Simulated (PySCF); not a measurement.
**Dipole response of Mn²⁺ (manganese, charge +2)**

[Ar] 3d4 4s1, high-spin 6D determinant (an excited configuration). Computed with PySCF 2.14 in aug-cc-pVTZ (8s7p5d3f2g, 93 functions), with no relativity, point nucleus. Coupled (time-dependent) response in atomic units; α is the mean over directions.

```csv
method,mean α (bohr³),"α xx, yy, zz",C₆ (like pair),S(−4)
BLYP,16.97,"17.18, 17.18, 16.55",65.95,254.6
B3LYP,17.87,"18.10, 18.10, 17.39",69.86,288.3
```

S(−4) is the Cauchy moment in α(ω) = α(0) + S(−4) ω² + …

α(iu) at B3LYP:

```csv
u (hartree),α(iu) (bohr³)
0,17.87
0.0500,17.18
0.100,15.43
0.200,11.22
0.300,8.046
0.500,4.768
0.750,3.094
1.00,2.294
1.50,1.506
2.00,1.098
3.00,0.6700
5.00,0.3255
```

A single London oscillator, α(iu) = α/(1 + u²/ω²), gives C₆ = (3/4) ω α². Matching the computed C₆ needs ω = 4 × 69.86 / (3 × 17.87²) = 0.292 hartree.

For an ion, C₆ is the dispersion term alone; charge-induced terms of lower order in 1/R come first.

The components differ because the open shell of this determinant is not spherical; for a pure term their mean is the scalar polarisability.
